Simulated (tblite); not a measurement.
Problem. Write Cartesian coordinates for `O=[P@]1([C@H](C=C)C1)C(=C)C` as optimised with GFN2-xTB.

Solution. 
```xyz
20
C7H11OP angstrom
C      2.388    1.913    0.289
C      1.744    0.845   -0.157
C      1.342   -0.279    0.688
C      1.021   -1.656    0.031
P     -0.357   -0.935    0.960
O     -0.709   -1.462    2.284
C     -1.692   -0.241   -0.050
C     -2.891   -0.272    0.516
C     -1.389    0.316   -1.399
H      2.650    2.021    1.329
H      2.669    2.721   -0.364
H      1.499    0.764   -1.208
H      1.900   -0.354    1.619
H      1.032   -1.661   -1.049
H      1.513   -2.515    0.468
H     -3.018   -0.684    1.503
H     -3.769    0.106    0.020
H     -0.803   -0.386   -1.988
H     -2.315    0.530   -1.929
H     -0.822    1.241   -1.303
```

Any rigid rotation of these coordinates is as good. Atoms count from 1 in this order. The C–P distances run from 1.811 Å (C4–P5, drawn single) to 1.842 Å (C3–P5, drawn single), a spread of 0.031 Å. The 3-membered ring C3–C4–P5 has internal angles of 50.5° to 65.8°. Of the pairs four or more bonds apart, O6···H16 is among the closest relative to their van der Waals radii: 2.56 Å, 94 % of the sum of Bondi's values. P5 (phosphoryl phosphorus) has angles from 50.5° to 120.2°.

Bonds between heavy atoms (Å): C1=C2 1.325, C2–C3 1.462, C3–C4 1.559, C4–P5 1.811, P5=O6 1.468, P5–C7 1.812, C7=C8 1.326, C7–C9 1.490, C3–P5 1.842.

The geometry is computed with GFN2-xTB (gas phase).

Point group: C1 (no symmetry element, even within 0.4 Å). Its GFN2-xTB frequencies are all real (lowest 47 cm⁻¹). One conformer, not necessarily the lowest (C1–C2–C3–C4 -160°, C4–P5–C7–C8 151°).
